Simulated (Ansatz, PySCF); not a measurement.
Stretching the Al1–H3 bond in AlFHI (SMILES [F][AlH][I]) (multiplicity 1 held, fragments rigid). Energies count from the point at 1.559 Å.
Geometry at that point (charge 0, multiplicity 1):
```xyz
4

Al    -0.15958    -0.93431    -1.31852
F     -1.73146    -1.33496    -1.60855
H      0.94832    -1.46087    -2.28100
I      0.31527     0.48343     0.63960
```

Active spaces are followed from a long bond inwards. Curves can end on different states.

Correlated levels freeze the cores. Filled d and f shells under p-block atoms count as core. Rows in LANL2DZ carry no dispersion term and start afresh at each structure. LANL2DZ brings its own core potentials from Na on.

The values were computed with Ansatz (an electronic-structure program) with Gaussian orbitals; PySCF for LANL2DZ rows. Each number belongs to the level named beside it. In def2 rows elements past Kr take small-core potentials, without spin–orbit coupling.

Give the energy at R = 4.989 Å at the level R-B3LYP/LANL2DZ.

121.1 kcal/mol

What energy at R = 4.989 Å does SC-NEVPT2 on CASSCF(2,2)/def2-TZVPP give?

81.2 kcal/mol

Give the energy at R = 4.989 Å at the level FIC-MRCISD+Q on CASSCF(2,2)/def2-TZVPP.

86.0 kcal/mol
